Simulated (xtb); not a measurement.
xtb input:

```bash
xtb mol.xyz --gfn 2 --ohess tight --chrg 1 --uhf 0
```
mol.xyz:
```
3

Sb     0.98197295     0.49855028     0.32032566
I     -0.81779703     1.23801649    -1.46977641
I     -0.11052822    -1.75712337     1.18428937
```

Q: Predict the final energy.

A: -9.48359 Eh (GFN2-xTB).

It need not be the lowest isomer of its formula.
